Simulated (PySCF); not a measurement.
A PySCF script (with the pyscf-properties extension) for the NMR shieldings of `C/C=C/[C@H]1CC[SiH2]N1`, C6H13NSi, on a GFN2-xTB geometry:

```python
import basis_set_exchange as bse
import numpy as np
from pyscf import gto, dft
from pyscf.prop import nmr

atoms = """
C     3.352794    0.427137    0.271969
C     2.148968   -0.114989   -0.424700
C     0.899027    0.082951   -0.040956
C    -0.308388   -0.455388   -0.751970
C    -1.160996   -1.337761    0.170912
C    -2.020869   -0.436758    1.056316
Si   -2.392906    1.063881   -0.050409
N    -1.192747    0.612866   -1.189991
H     3.901772    1.095607   -0.391602
H     4.025530   -0.384010    0.549963
H     3.071760    0.974670    1.168255
H     2.353356   -0.715076   -1.303662
H     0.679734    0.688954    0.828113
H     0.020171   -1.032036   -1.627733
H    -0.523930   -2.005299    0.754015
H    -1.813881   -1.947987   -0.455214
H    -2.904616   -0.969735    1.399988
H    -1.466696   -0.139718    1.946469
H    -2.184522    2.333271    0.661333
H    -3.707237    1.048140   -0.697746
H    -0.785244    1.228223   -1.873820
"""
names = dict.fromkeys(["C", "Si", "N", "H"], "pcSseg-1")
basis = {el: gto.basis.parse(bse.get_basis(n, elements=[el], fmt="nwchem")) for el, n in names.items()}
mol = gto.M(atom=atoms, basis=basis, charge=0, verbose=0)
mf = dft.RKS(mol, xc="PBE0")
mf.grids.level = 2
mf.grids.alignment = dft.numint.BLKSIZE   # the property module wants whole blocks of grid points
mf.conv_tol = 1e-9
mf.kernel()

calc = nmr.RKS(mf)   # GIAO
C = mf.mo_coeff
Co = C[:, mf.mo_occ > 0]
resp = mf.gen_response(singlet=True, hermi=2)
def vind(x):   # induced exchange potential for any number of trial vectors
    d = np.einsum("pi,xij,qj->xpq", C, 2 * x.reshape(-1, C.shape[1], Co.shape[1]), Co, optimize=True)
    return np.einsum("xpq,pi,qj->xij", resp(d - d.transpose(0, 2, 1)), C, Co, optimize=True).ravel()
mo1, _ = nmr.rhf.solve_mo1(calc, with_cphf=vind)
sigma = calc.kernel(mo1)
for i, s in enumerate(sigma):   # ppm
    w = np.linalg.eigvalsh((s + s.T) / 2)
    print("%2d %-2s iso %8.1f  s11 %8.1f  s22 %8.1f  s33 %8.1f" % (i, mol.atom_pure_symbol(i), w.mean(), *w))
```

Question: What does it print?

Answer: 
```
 0 C  iso    165.2  s11    153.5  s22    155.4  s33    186.6
 1 C  iso     57.5  s11    -48.6  s22     68.5  s33    152.7
 2 C  iso     43.2  s11    -73.8  s22     67.1  s33    136.4
 3 C  iso    121.5  s11    108.7  s22    116.0  s33    139.9
 4 C  iso    152.5  s11    133.8  s22    152.1  s33    171.5
 5 C  iso    179.7  s11    162.0  s22    178.7  s33    198.4
 6 Si iso    378.4  s11    337.0  s22    363.6  s33    434.7
 7 N  iso    224.2  s11    177.1  s22    216.3  s33    279.1
 8 H  iso     29.8  s11     25.9  s22     27.6  s33     36.1
 9 H  iso     29.9  s11     26.0  s22     27.6  s33     36.1
10 H  iso     30.1  s11     26.2  s22     30.0  s33     33.9
11 H  iso     26.1  s11     23.9  s22     24.1  s33     30.2
12 H  iso     26.0  s11     21.0  s22     24.6  s33     32.4
13 H  iso     27.9  s11     24.7  s22     26.1  s33     33.0
14 H  iso     29.8  s11     25.6  s22     28.2  s33     35.7
15 H  iso     29.7  s11     24.2  s22     28.1  s33     36.9
16 H  iso     30.7  s11     25.8  s22     27.5  s33     38.9
17 H  iso     30.5  s11     26.0  s22     27.9  s33     37.7
18 H  iso     26.7  s11     23.0  s22     24.4  s33     32.6
19 H  iso     26.8  s11     22.8  s22     24.1  s33     33.6
20 H  iso     31.6  s11     22.8  s22     29.3  s33     42.6
```

These numbers come from an equivalent density-fitted implementation of the same equations, which agrees with the script to about 0.01 ppm for H and up to a few tenths of a ppm for heavy atoms, so last digits may differ.

Question: Turn these shieldings into chemical shifts. Referencing at the same level of theory: ¹³C (σref 186.93), ²⁹Si (σref 349.16), ¹H (σref 31.72) vs TMS; ¹⁵N (σref 267.73) against NH3.

Answer: Averaging equivalent atoms: C 2: 143.7; C 1: 129.4; C 3: 65.4; C 4: 34.4; C 0: 21.7; C 5: 7.2; Si 6: -29.3; N 7: 43.6; H 12: 5.69; H 11: 5.64; H 18: 5.04; H 19: 4.88; H 13: 3.80; H 15: 1.99; H 14: 1.88; H 8/9/10: 1.79; H 17: 1.17; H 16: 1.00; H 20: 0.14 ppm. Experimental scales use liquid or dissolved standards, which lie at an offset from isolated NH3 (liquid NH3: subtract about 20 ppm).

Size and cost of the density-fitted run: 208 basis functions, 83 s wall time on 1 thread of an Arm Neoverse N1, shared host; peak memory 0.93 GiB.
